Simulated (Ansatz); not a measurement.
Two members of one family (GaSb nanocrystals, H-capped) that differ in charge, which shifts all levels, computed with Ansatz in the gas phase; def2 core potentials for Sb, no spin–orbit coupling. The two geometries come from different levels. Sets without diffuse functions give affinities that are too small. A dash marks a value that wasn't run or was left out as unsound. The structures are stationary points that may keep the symmetry of their start. Remarks come from the PBE and PBE0 runs and from stability tests at other levels; not every state was tested. HOMO above LUMO (over both spins in singlets and doublets, within one spin in higher multiplets; at PBE or PBE0), or a gap under 0.15 eV within one spin, warns that the state may not be the lowest or that an electron is smeared out.

First: Ga9Sb10H26⁺, cut from wurtzite (singlet, charge 1, r2SCAN-D4/def2-SVP geometry).

```xyz
45

Sb   -2.1817    3.9098   -0.9065
Ga   -3.0921    3.0282   -3.3519
Sb    0.3849    3.4328    2.7440
Ga    0.3792    2.1088    5.1081
Ga   -0.3738    2.4702    0.3811
Sb   -1.4149    0.0486    0.7007
Sb   -1.5878    0.7946   -3.4045
Ga   -2.3077   -1.0240   -1.6122
Sb    1.0120   -0.3913    4.2768
Ga    0.2816   -1.5362    1.9862
Sb   -0.9052   -3.8884    2.2187
Sb   -0.9205   -3.2791   -1.7727
Ga   -1.7443   -5.1878   -0.0603
Sb    1.7565    2.0553   -1.1059
Ga    1.0124    1.2646   -3.5539
Ga    3.4441    0.7932    0.5742
Sb    2.3671   -1.6694    0.3871
Sb    2.1244   -1.1557   -3.7527
Ga    1.7093   -2.9843   -1.8511
H    -3.4051    4.2084    0.2330
H    -1.5239    5.4750   -0.9294
H    -4.5723    2.6420   -3.0722
H    -2.5128    4.0696   -4.3530
H    -0.5617    4.8277    2.9604
H     1.8552    4.2220    2.4380
H    -1.1352    1.9983    5.4514
H     1.5647    2.6434    5.9564
H    -2.7418    0.2512    1.7480
H    -1.9254    0.0412   -4.8941
H    -3.8518   -1.2400   -1.5183
H     0.4689   -1.4610    5.4805
H     2.6677   -0.7316    4.4219
H    -2.1196   -3.6593    3.3845
H     0.1545   -4.7941    3.1888
H    -1.2859   -3.8628   -3.3292
H    -3.2964   -5.1452    0.0459
H    -0.7923   -6.4148   -0.1509
H     2.3356    3.6405   -1.3241
H     1.4873    2.2494   -4.6637
H     2.9632    1.2848    1.9963
H     4.9072    0.8239    0.0514
H     3.3799   -2.7412    1.2337
H     1.6537   -1.8280   -5.2381
H     3.7856   -1.0116   -4.0730
H     2.5572   -4.2777   -2.0494
```

```tsv
level	HOMO (eV)	LUMO (eV)	gap (eV)	vertical IE (eV)	vertical EA (eV)	vertical triplet (eV)
PBE-D4/def2-SVP	-8.27	-5.18	3.09	–	–	–
PBE-D4/def2-TZVP	-8.29	-5.25	3.04	9.74	4.03	3.08
r2SCAN-D4/def2-TZVP	-8.52	-5.14	3.38	–	–	–
PBE0-D4/def2-SVP	-9.16	-4.55	4.61	–	–	–
PBE0-D4/def2-TZVP	-9.15	-4.60	4.55	10.15	3.79	3.71
```

Remarks: gap within one spin near zero at PBE or PBE0 (+2 doublet), gap within one spin near zero at PBE or PBE0 (neutral doublet), gap within one spin near zero at PBE or PBE0 (triplet).

Second: Ga10Sb10H28, cut from zinc blende (singlet, charge 0, PBE-D4/def2-SVP geometry).

```xyz
48

Ga    3.1483    3.7181    1.6145
Ga    4.0647   -2.0229   -2.5876
Ga    0.2443   -4.2291   -0.2679
Ga   -0.7962    2.5893    3.5999
Ga   -2.4662   -1.7707    2.6792
Ga    0.9504   -0.1573    0.7019
Ga    1.3086    2.2928   -2.7038
Ga   -0.8434   -1.2553   -3.0993
Ga   -2.8259    1.4269   -0.5458
Ga   -4.3291   -2.8995   -1.0046
Sb    3.3784   -0.7396   -0.2895
Sb    1.4547    1.7797    2.4614
Sb    1.9520    4.0886   -0.7843
Sb   -0.0721   -2.3743    1.6950
Sb    1.6683   -1.9574   -3.8347
Sb   -1.7810   -3.3454   -1.7878
Sb   -1.9338    0.2809    4.3614
Sb   -2.3475    3.1573    1.4855
Sb   -3.7972   -0.7728    0.6140
Sb   -0.4155    0.7346   -1.3687
H     2.9246    4.9978    2.5071
H     4.5313    3.0160    1.3251
H     5.0448   -1.0506   -3.3463
H     4.3317   -3.5123   -2.1540
H     0.0167   -5.6724    0.3228
H     1.5935   -3.7504   -0.9630
H    -0.7761    3.7049    4.7139
H    -3.2101   -2.8992    3.4957
H     2.5811    1.3486   -2.8480
H     0.6365    3.0595   -3.9051
H    -1.6100   -0.7311   -4.3796
H    -3.8137    2.1230   -1.5618
H    -4.7979   -4.0442   -0.0239
H    -5.1273   -2.3625   -2.2556
H     4.1881   -1.4857    1.0320
H     4.2192    0.7531   -0.1794
H     2.2132    0.9400    3.7600
H     2.7329    5.4450   -1.4979
H     0.4883    4.9225   -0.4368
H     0.9145   -2.6932    3.0717
H     1.4837   -3.5206   -4.5243
H     1.9463   -1.1498   -5.3256
H    -1.9088   -4.5176   -3.0441
H    -0.9819   -0.2822    5.6765
H    -3.3311    0.6507    5.2949
H    -3.8146    3.7944    2.1173
H    -1.7571    4.6427    0.8561
H    -5.2797   -0.2703    1.3338
```

**Question.** Estimate the same table for the second.

**Answer.** 
| level | HOMO (eV) | LUMO (eV) | gap (eV) | vertical IE (eV) | vertical EA (eV) | vertical triplet (eV) |
| --- | --- | --- | --- | --- | --- | --- |
| PBE-D4/def2-SVP | -5.73 | -2.55 | 3.17 | – | – | – |
| PBE-D4/def2-TZVP | -5.77 | -2.63 | 3.15 | 7.21 | 1.43 | 3.17 |
| r2SCAN-D4/def2-TZVP | -5.99 | -2.54 | 3.45 | – | – | – |
| PBE0-D4/def2-SVP | -6.60 | -1.95 | 4.65 | – | – | – |
| PBE0-D4/def2-TZVP | -6.61 | -2.00 | 4.61 | 7.58 | 1.21 | 3.72 |

Remarks: gap within one spin near zero at PBE or PBE0 (+1 doublet), gap within one spin near zero at PBE or PBE0 (-1 doublet), gap within one spin near zero at PBE or PBE0 (triplet).
